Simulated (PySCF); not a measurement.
**Worked example: dipole moment from atomic charges**

Mo(O)(S)(F)(NH2) (FH2MoNOS), SMILES [F][Mo](=[O])(=[S])[NH2], multiplicity 1. Atoms are numbered in the order given.

```xyz
7

Mo    -0.0771     0.2001     0.0540
O      0.8598     1.3470     0.8451
S      0.9158    -1.6811    -0.0069
F     -1.7326     0.0200     0.8823
N     -0.3064     0.7972    -1.7527
H     -0.1720     1.7702    -2.0266
H     -0.3801     0.1876    -2.5656
```

The structure is a stationary point at B3LYP-D3(BJ)/def2-SVP. The spin state was assumed, not searched. The structure was generated by enumeration; whether it is a known compound was not checked. The def2 effective core potentials stand for the cores of Mo; spin–orbit coupling is left out. The values are those of a single conformer.

Charges (e) from B3LYP/def2-TZVP run with PySCF:

| atom | Mulliken | ESP fit |
|---|---|---|
| Mo1 | 1.596 | 1.026 |
| O2 | -0.531 | -0.375 |
| S3 | -0.390 | -0.266 |
| F4 | -0.464 | -0.281 |
| N5 | -0.745 | -0.889 |
| H6 | 0.267 | 0.416 |
| H7 | 0.267 | 0.370 |

The dipole moment of the full density is 3.73 D.

### Question
What dipole moment does each set of point charges give, and which comes closer to that of the density?

### Answer

μ = Σ q r, and 1 e Å = 4.8032 D.
Mulliken: Σ q r = (-0.052, 0.179, -0.690) e Å, |μ| = 3.43 D.
ESP fit: Σ q r = (-0.098, 0.239, -0.742) e Å, |μ| = 3.77 D.
ESP fit comes closer in size. Point charges leave out the atoms' own dipoles (lone pairs, polarised bonds); fits to the potential absorb them, partitions of the density don't.
